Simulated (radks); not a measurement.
Initial-state core-level shifts of the strontium ion Sr+ when its valence configuration changes from [Kr] 5s1. Method: scalar-relativistic Kohn-Sham, PBE, spin-polarised, spherical densities, finite nucleus; open shells are filled with parallel spins first (spin-orbit coupling, left out, can overturn this in heavy ions); Fermi nuclear charge, rms radius 4.224 fm; computed with a radial shooting solver on a logarithmic mesh with Libxc functionals. Shifts are changes of the shell-averaged eigenvalues in eV (positive: less bound); the change of the density at the nucleus, which sets a Mossbauer isomer shift, is in e/bohr^3, on a base of 6.198e+04.

| valence | 1s | 3p | 3d | 4s | density at nucleus |
|---|---|---|---|---|---|
| 5s0.5 5p0.5 | -0.636 | -0.638 | -0.638 | -0.622 | -3.722 |
| 4d1 | +1.980 | +2.129 | +2.144 | +2.070 | -8.440 |
| 5p1 | -1.272 | -1.275 | -1.275 | -1.241 | -7.386 |
| 4d0.5 5s0.5 | +1.048 | +1.125 | +1.133 | +1.086 | -4.383 |
